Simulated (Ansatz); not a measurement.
Program: Ansatz 0.2.0.

A structure relaxed at PBE0-D4/def2-TZVP, charge 0, multiplicity 1:

```json
{"atom": "C1", "x (Å)": "-2.520", "y (Å)": "-1.400", "z (Å)": "-0.102"}
{"atom": "O2", "x (Å)": "-1.577", "y (Å)": "-0.977", "z (Å)": "-1.049"}
{"atom": "Zn3", "x (Å)": "0.004", "y (Å)": "-0.293", "z (Å)": "-0.693"}
{"atom": "O4", "x (Å)": "1.626", "y (Å)": "0.355", "z (Å)": "-0.527"}
{"atom": "Si5", "x (Å)": "2.501", "y (Å)": "1.456", "z (Å)": "0.283"}
{"atom": "H6", "x (Å)": "-2.861", "y (Å)": "-0.587", "z (Å)": "0.552"}
{"atom": "H7", "x (Å)": "-2.147", "y (Å)": "-2.212", "z (Å)": "0.537"}
{"atom": "H8", "x (Å)": "-3.397", "y (Å)": "-1.781", "z (Å)": "-0.637"}
{"atom": "H9", "x (Å)": "3.800", "y (Å)": "1.661", "z (Å)": "-0.411"}
{"atom": "H10", "x (Å)": "2.776", "y (Å)": "1.009", "z (Å)": "1.679"}
{"atom": "H11", "x (Å)": "1.796", "y (Å)": "2.769", "z (Å)": "0.366"}
```

Give its formula and SMILES.

CH6O2SiZn, `C[O][Zn][O][SiH3]`.

Summarise the bond lengths by kind.

1 × C–O 1.402 Å; 3 × C–H 1.095 to 1.098 Å; 2 × O–Zn 1.755 to 1.759 Å; 1 × O–Si 1.623 Å; 3 × H–Si 1.487 to 1.493 Å.
